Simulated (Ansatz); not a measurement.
A nudged elastic band was laid between two geometries of BClFH2O (6 atoms, charge 1, multiplicity 1).

Level of theory: Ansatz, RKS PBE0-D4/6-31G.

```
movable images  : 7
climbing image  : yes
spring          : 5.0 eV/Å²
optimiser       : quadratic models (default)
start path      : IDPP
force threshold : 0.05 eV/Å
iteration limit : 60
end points      : relaxed
```

Initial state:

```xyz
6
Properties=species:S:1:pos:R:3
O -0.245 0.744 0.090
B 0.285 -0.642 -0.046
F 1.508 -0.734 0.460
Cl -0.706 -1.832 -0.791
H -1.135 1.012 -0.225
H 0.293 1.452 0.511
```

Final state:

```xyz
6
Properties=species:S:1:pos:R:3
O -0.245 0.744 0.090
B 0.286 -0.642 -0.046
F 1.508 -0.733 0.460
Cl -0.706 -1.832 -0.790
H 0.292 1.453 0.511
H -1.135 1.010 -0.225
```

Question: What changes between the two ends?

Answer: No bond is made or broken. The dihedral H6–O1–B2–Cl4 goes from 180 to 0°. The two ends are copies of one structure, up to a mirror image or an exchange of like atoms.

Question: What energy profile does the band end with?

Answer: The forces met the threshold. The highest image is number 4 of 0 to 8, 0.36 eV above the ends, which have the same energy within 2 meV. A vibrational analysis at the climbing image gives one clearly imaginary mode, 374i cm⁻¹: a first-order saddle point. Limits of this set-up: no polarisation functions, the dipole of an ion depends on the origin.

```csv
image,path coordinate (Å),energy (eV),dihedral H6–O1–B2–Cl4 (°)
0,0.00,0.00,180
1,0.39,0.05,157
2,0.78,0.18,136
3,1.18,0.31,114
4,1.57,0.36,92
5,1.96,0.31,70
6,2.35,0.18,47
7,2.74,0.05,23
8,3.14,0.00,0
```

Question: What is the geometry of the highest image?

Answer: 
```xyz
6
Properties=species:S:1:pos:R:3:forces:R:3
O -0.274 0.760 0.057 0.00 0.01 0.00
B 0.304 -0.649 -0.060 0.00 -0.01 0.00
F 1.610 -0.645 -0.277 -0.01 0.01 0.00
Cl -0.756 -1.987 0.096 0.00 0.00 0.00
H -0.577 1.272 -0.723 0.00 0.00 0.00
H -0.307 1.248 0.907 0.00 0.00 0.00
```

Question: What are the harmonic wavenumbers there?

Answer: 374i, 317, 378, 450, 570, 635, 965, 993, 1421, 1728, 3599, 3700 cm⁻¹.

The run took 73 s on 1 thread of Intel(R) Xeon(R) Processor @ 2.70GHz, with other jobs on the host, peak memory 0.11 GiB.
